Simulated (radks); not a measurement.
Question: The bismuth ion Bi68+, [Ne] 3s2 3p3. Calculated with a radial shooting solver on a logarithmic mesh with Libxc functionals: non-relativistic Kohn-Sham, LDA (Slater exchange, Perdew-Wang correlation), spin-polarised, spherical densities, point nucleus. Every spin shell is full or empty, so the densities are truly spherical. Functionals are evaluated on that one density, not self-consistently. Rank these exchange functionals by their error against the exact value of the orbitals, and give that value: LDA, B88, PW91, WC, AM05, revTPSS, MS2, Tao-Mo.

Answer: Exact: -165.446 hartree. From best to worst, with 100 (|E| - |E exact|)/|E exact| (equal figures are ties): PW91 -0.02, B88 +0.12, MS2 -0.16, Tao-Mo -0.43, revTPSS -0.71, WC -1.25, AM05 -6.04, LDA -6.86.
